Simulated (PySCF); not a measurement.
methylamine (CH₅N), singlet, at a GFN2-xTB geometry, with bond 6-1 at 1.3 times its length; SVWN5/3-21G (PySCF).

The PySCF input:
```python
from pyscf import gto, scf, dft

mol = gto.Mole()
mol.atom = '''
    C     0.06015742    0.70059241   -0.00131411
    N     0.03966195   -0.75172453    0.00299697
    H    -0.93451955    1.16943137   -0.01795391
    H    -0.46398692   -1.09295311    0.81518120
    H    -0.43905591   -1.09816464   -0.82195807
    H     0.74380200    1.14561080    1.15650234
    H     0.61294631    1.03728935   -0.87767727
'''
mol.basis = '3-21g'
mol.verbose = 4
mol.build()

mf = dft.RKS(mol)
mf.xc = 'lda,vwn'
mf.level_shift = 1.0
mf.max_cycle = 100
mf.kernel()
```

The log (banner, timings and long lists left out):

```
PySCF version 2.14.0

[INPUT] verbose = 4
[INPUT] num. atoms = 7
[INPUT] num. electrons = 18
[INPUT] charge = 0
[INPUT] spin (= nelec alpha-beta = 2S) = 0
[INPUT] symmetry False subgroup None
[INPUT] Mole.unit = angstrom
[INPUT] Symbol           X                Y                Z      unit          X                Y                Z       unit  Magmom
[...]
nuclear repulsion = 41.1983671864285
number of shells = 20
number of NR pGTOs = 45
number of NR cGTOs = 28
basis = 3-21g
ecp = {}

******** <class 'pyscf.dft.rks.RKS'> ********
method = RKS
initial guess = minao
damping factor = 0
level_shift factor = 1.0
DIIS = <class 'pyscf.scf.diis.CDIIS'>
diis_start_cycle = 1
diis_space = 8
diis_damp = 0
SCF conv_tol = 1e-09
SCF conv_tol_grad = None
SCF max_cycles = 100
direct_scf = True
direct_scf_tol = 1e-13
XC library pyscf.dft.libxc version 7.1.2
    S. Lehtola, C. Steigemann, M. J. T. Oliveira, and M. A. L. Marques,  SoftwareX 7, 1–5 (2018)
XC functionals = lda,vwn
    P. A. M. Dirac,  Math. Proc. Cambridge Philos. Soc. 26, 376 (1930)
    F. Bloch,  Z. Phys. 57, 545 (1929)
    S. H. Vosko, L. Wilk, and M. Nusair,  Can. J. Phys. 58, 1200 (1980)
radial grids:
    Treutler-Ahlrichs [JCP 102, 346 (1995); DOI:10.1063/1.469408] (M4) radial grids

becke partition: Becke, JCP 88, 2547 (1988); DOI:10.1063/1.454033
pruning grids: <function nwchem_prune>
grids dens level: 3
symmetrized grids: False
atomic radii adjust function: <function treutler_atomic_radii_adjust>
small_rho_cutoff = 0
Set gradient conv threshold to 3.16228e-05
Initial guess from minao.
tot grids = 77064
init E= -94.28574875452
[...]
cycle= 1 E= -94.3759165652876  delta_E= -0.0902  |g|= 0.421  |ddm|= 2.12
[...]
cycle= 2 E= -94.4244251595752  delta_E= -0.0485  |g|= 0.147  |ddm|= 0.373
[...]
cycle= 3 E= -94.4313691547022  delta_E= -0.00694  |g|= 0.0622  |ddm|= 0.165
[...]
cycle= 4 E= -94.4329190088433  delta_E= -0.00155  |g|= 0.0366  |ddm|= 0.0857
[...]
cycle= 5 E= -94.4335063842969  delta_E= -0.000587  |g|= 0.0214  |ddm|= 0.0504
[...]
cycle= 6 E= -94.4337304343494  delta_E= -0.000224  |g|= 0.014  |ddm|= 0.0322
[...]
cycle= 7 E= -94.4338315733094  delta_E= -0.000101  |g|= 0.00978  |ddm|= 0.0216
[...]
cycle= 8 E= -94.4338827407921  delta_E= -5.12e-05  |g|= 0.00708  |ddm|= 0.0152
[...]
cycle= 9 E= -94.4339095270004  delta_E= -2.68e-05  |g|= 0.00549  |ddm|= 0.0109
[...]
cycle= 10 E= -94.4339256034446  delta_E= -1.61e-05  |g|= 0.0041  |ddm|= 0.00824
[...]
cycle= 11 E= -94.4339347226603  delta_E= -9.12e-06  |g|= 0.0033  |ddm|= 0.00621
[...]
cycle= 12 E= -94.4339403219914  delta_E= -5.6e-06  |g|= 0.00266  |ddm|= 0.00474
[...]
cycle= 13 E= -94.4339438416687  delta_E= -3.52e-06  |g|= 0.00214  |ddm|= 0.00369
[...]
cycle= 14 E= -94.4339460847299  delta_E= -2.24e-06  |g|= 0.00172  |ddm|= 0.0029
[...]
cycle= 15 E= -94.4339475307162  delta_E= -1.45e-06  |g|= 0.00139  |ddm|= 0.00231
[...]
cycle= 16 E= -94.4339484661372  delta_E= -9.35e-07  |g|= 0.00113  |ddm|= 0.00184
[...]
cycle= 17 E= -94.4339490773139  delta_E= -6.11e-07  |g|= 0.000928  |ddm|= 0.00147
[...]
cycle= 18 E= -94.4339494850013  delta_E= -4.08e-07  |g|= 0.000753  |ddm|= 0.00119
[...]
cycle= 19 E= -94.4339497556464  delta_E= -2.71e-07  |g|= 0.000618  |ddm|= 0.000966
[...]
cycle= 20 E= -94.4339499367233  delta_E= -1.81e-07  |g|= 0.00051  |ddm|= 0.000788
[...]
cycle= 21 E= -94.4339500591041  delta_E= -1.22e-07  |g|= 0.00042  |ddm|= 0.000643
[...]
cycle= 22 E= -94.43395014183  delta_E= -8.27e-08  |g|= 0.000345  |ddm|= 0.000527
[...]
cycle= 23 E= -94.4339501979723  delta_E= -5.61e-08  |g|= 0.000284  |ddm|= 0.000434
[...]
cycle= 24 E= -94.4339502360862  delta_E= -3.81e-08  |g|= 0.000236  |ddm|= 0.000357
[...]
cycle= 25 E= -94.4339502623143  delta_E= -2.62e-08  |g|= 0.000194  |ddm|= 0.000295
[...]
cycle= 26 E= -94.4339502802188  delta_E= -1.79e-08  |g|= 0.000161  |ddm|= 0.000244
[...]
cycle= 27 E= -94.4339502924894  delta_E= -1.23e-08  |g|= 0.000133  |ddm|= 0.000202
[...]
cycle= 28 E= -94.4339503009454  delta_E= -8.46e-09  |g|= 0.000111  |ddm|= 0.000168
[...]
cycle= 29 E= -94.4339503067701  delta_E= -5.82e-09  |g|= 9.19e-05  |ddm|= 0.00014
[...]
cycle= 30 E= -94.433950310796  delta_E= -4.03e-09  |g|= 7.62e-05  |ddm|= 0.000116
[...]
cycle= 31 E= -94.4339503135753  delta_E= -2.78e-09  |g|= 6.33e-05  |ddm|= 9.66e-05
[...]
cycle= 32 E= -94.433950315496  delta_E= -1.92e-09  |g|= 5.27e-05  |ddm|= 8.04e-05
[...]
cycle= 33 E= -94.4339503168268  delta_E= -1.33e-09  |g|= 4.39e-05  |ddm|= 6.7e-05
[...]
cycle= 34 E= -94.433950317749  delta_E= -9.22e-10  |g|= 3.65e-05  |ddm|= 5.58e-05
[...]
cycle= 35 E= -94.4339503183888  delta_E= -6.4e-10  |g|= 3.04e-05  |ddm|= 4.66e-05
[...]
Extra cycle  E= -94.4339503193142  delta_E= -9.25e-10  |g|= 4.33e-05  |ddm|= 0.000271
converged SCF energy = -94.4339503193142
```
